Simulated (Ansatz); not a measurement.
`C[O][InH][Cl]` and `C[O][InH][C]#N` differ in one atom or group.

Ansatz, PBE0-D4/def2-TZVP geometries, multiplicity 1. Each molecule was computed in one conformer, which needn't be the lowest.

Elements past krypton have def2 core potentials.

```tsv
property	`C[O][InH][Cl]`
size of the dipole moment (ωB97M-V/def2-TZVPP) / D	1.57
HOMO energy (B3LYP/def2-TZVPP) / eV	-7.55
HOMO energy (ωB97M-V/def2-TZVPP) / eV	-10.16
HOMO energy (PBE0/def2-TZVPP) / eV	-7.77
size of the dipole moment (PBE/def2-TZVPP) / D	1.45
LUMO energy (B3LYP/def2-TZVPP) / eV	-1.78
```

Problem. Give the same properties after the change, and the shifts. (An estimate is asked.)

Solution. Ansatz gave: 
| property | `C[O][InH][C]#N` | shift |
| --- | --- | --- |
| size of the dipole moment (ωB97M-V/def2-TZVPP) / D | 3.12 | 1.55 |
| HOMO energy (B3LYP/def2-TZVPP) / eV | -7.78 | -0.23 |
| HOMO energy (ωB97M-V/def2-TZVPP) / eV | -10.37 | -0.21 |
| HOMO energy (PBE0/def2-TZVPP) / eV | -7.98 | -0.21 |
| size of the dipole moment (PBE/def2-TZVPP) / D | 3.02 | 1.57 |
| LUMO energy (B3LYP/def2-TZVPP) / eV | -2.50 | -0.72 |

With PBE0 the HOMO falls by 0.21 eV and the LUMO falls by 0.71 eV, so the gap narrows by about 0.50 eV. PBE moves the HOMO by -0.25 eV and ωB97M-V by -0.21 eV. The zero-point energy changes by 17.0 kJ/mol with +3 modes. Dipoles are sizes alone; their direction can turn.

B3LYP here is the variant with VWN-RPA as its local correlation; programs differ in this.
